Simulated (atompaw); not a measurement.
# What one change does to a pseudopotential (niobium, PAW (atompaw))

atompaw 4.2.0.5 input, output lines left out:

```
Nb 41
GGA-PBE scalarrelativistic loggrid 1500 logderivrange -9 5 351
5 5 4 0 0 0
5 0 0
5 1 0
4 2 2
0 0 0
c
c
c
v
v
c
c
v
v
c
v
2
2.35 2.30 1.60 2.20
n
n
y
-1
n
custom polynom2 7 10 vanderbiltortho besselshape
bessel
1.40
2.35
1.95
2.10
2.35
2.35
```

All-electron outer shells of the reference configuration (PBE, scalar-relativistic, ld1.x):

```
shell  level (eV)  outermost node (bohr)  outermost maximum (bohr)
   3d     -227.70                      –                      0.33
   4s      -88.94                   0.53                      1.02
   4p      -64.63                   0.54                      1.12
   4d      -30.60                   0.55                      1.40
   5s      -25.56                   1.36                      2.58
   5p      -19.88                   1.53                      3.00
```

Change: reference 4s2 4p6 4d3 5s2 5p0.

Cutoffs: the cutoffs (Ry, on a coarse ladder) from which the occupation-weighted sum of valence levels, in a spherical-Bessel basis at the reference potential, stays within 10 and 1 mRy of its value at 400 Ry; they do not see the model core or the augmentation charge, which bear on the density cutoff.

Task: What does the change do?

Result: The potential gets neither clearly harder nor softer (25 Ry and 40 Ry → 25 Ry and 40 Ry); the p channel sets the loose cutoff, while the largest relative change is in d, which becomes softer; the range in which the s phases agree widens (upper end -1.6 → 0.1); the range in which the d phases agree widens (upper end 1.5 → 3.2); neither file shows a bound ghost.

```csv
quantity,base,changed
"cutoff, loose",25 Ry,25 Ry
"cutoff, tight",40 Ry,40 Ry
loose cutoff by channel (10 mRy a level),"s 12 Ry, p 18 Ry, d 18 Ry","s 12 Ry, p 18 Ry, d 12 Ry"
bound ghosts,none,none
s: phases at 2.36 bohr within 0.05 rad from the reference energy up to (Ry; the scan ends near 5),-1.6,0.1
p: phases at 2.36 bohr within 0.05 rad from the reference energy up to (Ry; the scan ends near 5),to the end of the scan,to the end of the scan
d: phases at 2.36 bohr within 0.05 rad from the reference energy up to (Ry; the scan ends near 5),1.5,3.2
lowest overlap eigenvalue by channel,"s 0.45, p 0.87, d 0.90","s 0.46, p 0.87, d 0.93"
```

 The cutoffs see the waves, projectors and local potential, not the compensation charge or the core.
